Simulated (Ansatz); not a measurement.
`[SiH3][SiH2][GeH3]` + `[SiH3][SiH2][SiH2][GeH2][SiH2][SiH3]` → `[SiH3][SiH2][GeH2][GeH2][SiH2][SiH3]` + trisilane  (redistribution)

Isolated molecules relaxed with PBE0-D4/def2-TZVP in Ansatz; ΔE leaves out vibrations. CCSD(T)/CBS is the MP2 limit (def2-TZVPP, def2-QZVPP) plus CCSD(T) − MP2 in def2-TZVPP, frozen cores. DFT in def2-TZVPP. B3LYP here is the variant with VWN-RPA as its local correlation; programs differ in this. For Ge outer-core shells are correlated without core-valence functions, which leaves a few kJ/mol of doubt a bond. Scalar relativity is left out up to krypton. One conformer a species, not always the lowest.

```csv
level,ΔE (kJ/mol)
B3LYP-D4,-15.0
B2PLYP,-16.3
PBE,-10.9
HF/def2-SVP,-14.5
MP2/def2-SVP,-14.5
CCSD/def2-SVP,-13.1
MP2/def2-QZVPP,-17.5
SCS-MP2/def2-QZVPP,-17.3
```

(1) What does CCSD(T)/CBS give? (Estimate.)

Largest T1 diagnostic among the species: 0.013.

Answers

(1) Ansatz gave: -14.7 kJ/mol. The listed levels differ from it by -0.3, -1.6, 3.8, 0.2, 0.2, 1.6, -2.8, -2.6 kJ/mol.

Leaving LDA and LC-ωPBE aside and taking each functional with its dispersion term where it has one, the values, not all of them listed here, spread over 11.5 kJ/mol, from B2PLYP to B97M-V.
